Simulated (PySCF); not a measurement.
A calculated (wB97X-V, PySCF 2.14, aug-cc-pCVQZ, the non-relativistic Hamiltonian (point nucleus)) atom or ion has these occupied shells.

| shell | electrons | orbital energy (eV) | rms radius, mean of both spins (bohr) |
| --- | --- | --- | --- |
| 1s | 2 | -1294.9 | 0.152 |
| 2s | 2 | -107.40 | 0.762 |
| 2p | 6 | -72.978 | 0.772 |

(1) Name the element and its charge.

Results:

(1) Mg²⁺ (magnesium, charge +2), in [Ne], closed-shell 1S.
